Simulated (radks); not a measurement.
Values are calculated unless marked as measured or tabulated.
Valence configurations of O II (all share [He]). Code: a radial shooting solver on a logarithmic mesh with Libxc functionals. Model: Dirac Kohn-Sham, PBE, spin-unpolarised, spherical densities, finite nucleus; open shells fill j = l - 1/2 first; Fermi nuclear charge, rms radius 2.6991 fm. Energies are relative to 2s2 2p3; eigenvalues in eV.

valence	E (eV)	e(2p1/2)	e(2p3/2)	e(2s1/2)
2s2 2p3	0.000	-24.470	-24.426	-39.655
2s1.5 2p3.5	7.618	-24.525	-24.481	-39.724
2s1 2p4	15.243	-24.582	-24.539	-39.796
2s0.5 2p4.5	22.876	-24.643	-24.599	-39.871
2p5	30.515	-24.705	-24.662	-

NIST lists [He] 2s2 2p3 as the ground configuration; this level of theory agrees among the configurations tried. The energies are those of spherical spin-averaged densities, not of single terms.
